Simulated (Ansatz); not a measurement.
Consider the isomerisation: `CC[Si]O` → `C=C[SiH2]O`.

Gas-phase electronic energies from Ansatz, PBE0-D4/def2-TZVP geometries. CCSD(T)/CBS adds triple-zeta CCSD(T) − MP2 to the extrapolated MP2 energy (def2 sets, frozen cores). Functionals use def2-TZVPP. Each species was taken in one conformer, which may not be the lowest.

`CC[Si]O`:

Cartesian coordinates in Å:
```
C -0.180 -0.855 -0.483
C 0.080 -0.229 0.879
Si 0.348 1.662 1.013
O 0.224 2.147 -0.563
H 0.651 -0.680 -1.174
H -0.314 -1.938 -0.424
H -1.087 -0.452 -0.946
H -0.738 -0.457 1.579
H 0.963 -0.680 1.356
H 0.053 1.481 -1.238
```

`C=C[SiH2]O`:

```xyz
10

C     0.731    1.227    0.806
C    -0.357    0.908    0.111
Si   -0.565   -0.730   -0.740
O     0.671   -1.758   -0.373
H     1.566    0.538    0.899
H     0.843    2.186    1.304
H    -1.161    1.641    0.045
H    -1.881   -1.309   -0.346
H    -0.531   -0.571   -2.215
H     0.683   -2.132    0.509
```

| level | ΔE (kJ/mol) | difference from CCSD(T)/CBS |
| --- | --- | --- |
| revPBE-D4 | -26.9 | 16.8 |
| r2SCAN-D4 | -45.8 | -2.1 |
| r2SCANh-D4 | -45.4 | -1.7 |
| BLYP | -38.9 | 4.8 |
| r2SCAN | -45.9 | -2.2 |
| r2SCANh | -45.6 | -1.9 |
| CCSD/def2-SVP | -31.6 | 12.1 |
| SCS-MP2/def2-TZVPP | -50.6 | -6.9 |
| HF/def2-QZVPP | -71.9 | -28.2 |
| MP2/def2-QZVPP | -46.9 | -3.2 |
| CCSD(T)/CBS | -43.7 | 0 |

What do rigid-rotor, harmonic-oscillator terms from PBE0-D4/def2-TZVP frequencies (298.15 K, 1 bar) make of the CCSD(T)/CBS value? (Estimate.)

The calculation gave: ΔZPE = -13.7 kJ/mol, ΔH = -57.0 kJ/mol, ΔS = 0 J/(mol·K), ΔG = -57.0 kJ/mol.

Largest T1 diagnostic among the species: 0.013.

Leaving LDA and LC-ωPBE aside and taking each functional with its dispersion term where it has one, the values, not all of them listed here, spread over 23.8 kJ/mol, from BHLYP-D4 to PBE-D4. LDA lies +12.7 kJ/mol from PBE without D4. In def2-TZVPP, CCSD(T) changes the Hartree–Fock value by +29.6 kJ/mol (the triples alone add +0.7 kJ/mol) and MP2 by +25.7 kJ/mol. From PBE to PBE0 (25 % exact exchange), in def2-TZVPP and without D4, ΔE moves by −6.1 kJ/mol.
